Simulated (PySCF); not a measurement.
Start geometry of `[BH3-][P@@+](C)(c1ccc(Cl)cc1)C(C)(C)C` ((S)-tert-butyl(4-chlorophenyl)(methyl)phosphine borane) from GFN2-xTB (Å):
```
atom  x, y, z in Å
B1    -0.4020   -2.3531   -1.3364
P2    -0.3709   -0.9680    0.0113
C3    -0.6322   -1.6965    1.6692
C4     1.2730   -0.1052    0.1529
C5     1.7886    0.3192    1.3471
C6     3.0180    0.9623    1.3768
C7     3.7185    1.1550    0.1923
Cl8    5.2602    1.9539    0.2140
C9     3.1789    0.7288   -0.9953
C10    1.9495    0.0890   -1.0133
C11   -1.6036    0.4589   -0.0744
C12   -1.4568    1.4560    1.0741
C13   -1.3552    1.1821   -1.4189
C14   -3.0045   -0.1601   -0.0925
H15    0.5138   -3.0242   -1.0705
H16   -0.3313   -1.7901   -2.3988
H17   -1.4629   -2.8721   -1.1770
H18    0.2451   -2.3131    1.8973
H19   -0.7436   -0.9679    2.4713
H20   -1.5151   -2.3286    1.6311
H21    1.2509    0.1759    2.2794
H22    3.4572    1.2732    2.3020
H23    3.7372    0.8865   -1.9521
H24    1.5297   -0.2682   -1.9570
H25   -2.1216    2.2816    0.9019
H26   -1.7400    1.0181    2.0203
H27   -0.4525    1.8286    1.1499
H28   -0.3416    1.6599   -1.3879
H29   -2.0785    1.9298   -1.5969
H30   -1.3644    0.4726   -2.2458
H31   -3.0571   -0.9167   -0.8830
H32   -3.7373    0.5868   -0.3046
H33   -3.2147   -0.6264    0.8609
```

What comes out of this run: PySCF 2.14.0, PBE0-D3(BJ)/def2-SVP geometry optimisation, gas phase?

```
atom  x, y, z in Å
B1    -1.6233   -3.8106   -1.8593
P2    -1.5495   -2.4864   -0.4763
C3    -1.8048   -3.2425    1.1607
C4     0.0737   -1.6655   -0.3763
C5     0.5849   -1.1247    0.8105
C6     1.8260   -0.4959    0.8325
C7     2.5649   -0.4045   -0.3469
Cl8    4.1067    0.3778   -0.3258
C9     2.0802   -0.9438   -1.5378
C10    0.8405   -1.5756   -1.5453
C11   -2.8041   -1.1018   -0.6307
C12   -2.6960   -0.1054    0.5209
C13   -2.5351   -0.3930   -1.9598
C14   -4.1944   -1.7419   -0.6540
H15   -0.7055   -4.5702   -1.5737
H16   -1.4681   -3.2475   -2.9342
H17   -2.7261   -4.3284   -1.7395
H18   -0.9789   -3.9458    1.3370
H19   -1.8491   -2.5129    1.9802
H20   -2.7414   -3.8160    1.1317
H21    0.0177   -1.1936    1.7412
H22    2.2268   -0.0770    1.7568
H23    2.6788   -0.8751   -2.4473
H24    0.4631   -2.0225   -2.4681
H25   -3.4345    0.6999    0.3753
H26   -2.9104   -0.5687    1.4962
H27   -1.7020    0.3638    0.5666
H28   -1.5480    0.0943   -1.9679
H29   -3.2960    0.3886   -2.1173
H30   -2.5817   -1.0930   -2.8065
H31   -4.2876   -2.4753   -1.4674
H32   -4.9533   -0.9575   -0.8077
H33   -4.4323   -2.2481    0.2944
```

The energy falls by 35.4 kJ/mol over 10 energy and gradient evaluations, the largest force component goes from 0.0470 to 1.5e-04 Eh/bohr, and the atoms move by 0.103 Å rms after alignment. The bond that changes most is B1–H15 (four-coordinate boron to B–H hydrogen), which lengthens by 0.059 Å. Bonds longer at the end by more than 0.005 Å: 19 of 33; shorter: 8. Among the angles that change most is B1–P2–C11, from 120.0° to 115.2°. Rotational constants go from 1105, 273.9, 269.3 to 1116, 271.5, 266.9 MHz. The orientation of the end geometry is arbitrary; only internal coordinates are fixed.

The run used 299 basis functions and 70 SCF cycles in all. Hardware: one thread of an Arm Neoverse V1, no GPU, shared host with 32 logical CPUs at a one-minute load of 14. Cost: 16 min of wall time, 1.8 GiB resident at most.

Whether it is a minimum is left open (no frequencies). One conformer, not necessarily the lowest.
